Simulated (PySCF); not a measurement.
trimethylgallium (C3H9Ga), SMILES [CH3][Ga]([CH3])[CH3]. Heavy atoms are numbered as in [CH3:1][Ga:2]([CH3:3])[CH3:4]. Hydrogens are named by the atom that carries them.

Geometry: PBE0-D3(BJ)/def2-SVP.

Calculation: PySCF with PBE0/pcSseg-1.

GIAO shieldings, no solvent; atoms alike by connectivity are averaged. δ = σ(ref) − σ: ¹³C against TMS (σ = 186.3 ppm); ¹H against TMS (σ = 31.56 ppm), references at their B3LYP-D3(BJ)/def2-TZVP geometries, non-relativistic.

Computed chemical shifts:
```csv
nucleus,atoms,count,δ (ppm)
¹³C,C1 (CH3),3,1.5
¹H,H on C1,9,0.41
```
